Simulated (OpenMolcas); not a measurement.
# Zr: effect of the basis set

```json
{
 "Program": "OpenMolcas 26.06",
 "Method": "SS-CASPT2, IPEA 0.25 Eh, imaginary shift 0.1 Eh (closed shells correlated: 4s 4p 5s)",
 "Active space": "2 electrons in 5 orbitals (4d)",
 "State averaging": "2S+1 = 3 even, 10 roots; 2S+1 = 1 even, 15 roots",
 "Spin-orbit coupling": "RASSI with atomic mean-field integrals over the reference wave functions, term energies averaged over their components"
}
```

A. ANO-R1 [6s4p3d1f], X2C, finite nucleus; CASPT2 step about 2.5 core-seconds
B. ANO-RCC-VDZP [6s5p3d1f], DKH2, point nucleus; CASPT2 step roughly 1.4 core-seconds
C. ANO-R2 [7s5p4d2f1g], X2C, finite nucleus; CASPT2 step about 3 core-seconds
D. ANO-RCC-VTZP [7s6p4d2f1g], DKH2, point nucleus; CASPT2 step of the order of 4 core-seconds
E. ANO-R3 [8s6p5d3f2g1h], X2C, finite nucleus; CASPT2 step about 11 core-seconds
F. ANO-RCC-VQZP [8s7p5d3f2g1h], DKH2, point nucleus; CASPT2 step about 9 core-seconds

Energies in cm-1 above 4d2 5s2 3F2, the measured ground level; measured values from NIST Handbook of Basic Atomic Spectroscopic Data.

| Level | A | B | C | D | E | F | Measured |
| --- | --- | --- | --- | --- | --- | --- | --- |
| 4d2 5s2 3F2 | 0.0 | 0.0 | 0.0 | 0.0 | 0.0 | 0.0 | 0.0 |
| 4d2 5s2 3F3 | 571 | 609 | 614 | 613 | 613 | 616 | 570 |
| 4d2 5s2 3F4 | 1252 | 1326 | 1330 | 1329 | 1326 | 1333 | 1241 |
| 4d2 5s2 1D2 | 5570 | 5150 | 4790 | 4760 | 4670 | 4680 |  |
| 4d2 5s2 3P0 | 7570 | 6990 | 7180 | 7170 | 7350 | 7350 | 4197 |
| 4d2 5s2 3P1 | 7790 | 7230 | 7420 | 7410 | 7590 | 7600 | 4376 |
| 4d2 5s2 3P2 | 8230 | 7700 | 7880 | 7860 | 8040 | 8040 |  |
| 4d2 5s2 1G4 | 10840 | 10300 | 9680 | 9840 | 9520 | 9500 | 8057 |
| 4d2 5s2 1S0 | 22670 | 21060 | 20380 | 19840 | 19750 | 19750 | 13142 |

Deviations, from unrounded energies. A percentage is the sum of absolute deviations over the sum of measured energies, with the sign that they share, or ± where signs differ.

```json
{"Against measurement": "mean absolute deviation (cm-1)", "Levels": "6", "A": "3200", "B": "2700", "C": "2500", "D": "2400", "E": "2400", "F": "2400"}
{"Against measurement": "fine structure of the ground term (%)", "Levels": "2", "A": "+0.6", "B": "+6.8", "C": "+7.3", "D": "+7.2", "E": "+7.0", "F": "+7.6"}
{"Against measurement": "other terms of the ground configuration (%)", "Levels": "4", "A": "+64.1", "B": "+53.1", "C": "+50.0", "D": "+48.6", "E": "+48.5", "F": "+48.4"}
```

C, D, E, F lie about equally close to measurement and A furthest from it. The largest miss of F in the table is 4d2 5s2 1S0, by +6600 cm-1. The ranking rests on the paired levels alone, and a cruder setting can come out closer through cancelling errors.

The two smallest mean deviations differ by little beside CASPT2's spread within terms, so their order carries little weight.

Among A to F the level of the table that moves most is 4d2 5s2 1S0, by 2900 cm-1 (lowest in F, highest in A). Moves below CASPT2's spread within the term are not significant.

CASPT2 does not keep the components of a term degenerate, so their means are used; among the terms shown or strongly mixed into the levels shown the widest spread is 760 cm-1 (4d2 5s2 1G, D). With the s shell closed, the reference lacks s² → p², s² → d² and s → d mixing, so excited terms can stand far too high and out of order, with CASPT2 too. Some terms miss by over 15 % even with CASPT2, which points to a basis or an active space too small for the shells correlated. Computed and measured levels are paired by configuration, term and J; levels that our copy of the source lacks, or whose pairing is in doubt (as where it misses far off the trend of its configuration), stay unpaired and out of the deviations. Levels of configurations outside the active space are missing.
